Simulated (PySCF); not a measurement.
**MOOH across group 14**

Level: PBE0, basis family def2-TZVP, scalar-relativistic core potentials from Rb on and no relativity for lighter atoms.

Each entry is the lowest minimum that a search over a few typed start shapes (and spin states, where more than one is plausible) found, or that minimum re-optimised at the stated level; isomers with ligand–ligand bonds, or fragments after loss of a ligand pair, can lie lower. Open shells are unrestricted; no spin–orbit coupling; PySCF with density fitting.

| molecule | 2S+1 | point group | mean bond to the central atom (Å) | atomisation (kJ/mol) | lowest ω (cm⁻¹) | highest ω (cm⁻¹) |
| --- | --- | --- | --- | --- | --- | --- |
| CO(OH) | ? | ? | ? | ? | ? | ? |
| SiO(OH) | 2 | Cs | 1.576 | 1475 | 290 | 3836 |
| GeO(OH) | 2 | Cs | 1.726 | 1261 | 185 | 3829 |
| SnO(OH) | 2 | Cs | 1.985 | 1153 | 142 | 3865 |

(1) Fill in the row of CO(OH).

## Answers

(1) 2S+1: 2; point group: Cs; mean bond to the central atom (Å): 1.252; atomisation (kJ/mol): 1665; lowest ω (cm⁻¹): 554; highest ω (cm⁻¹): 3836.

Left out of the table are members whose search was unfinished or whose lowest solution was spin-contaminated, unstable, very soft or bonded differently.
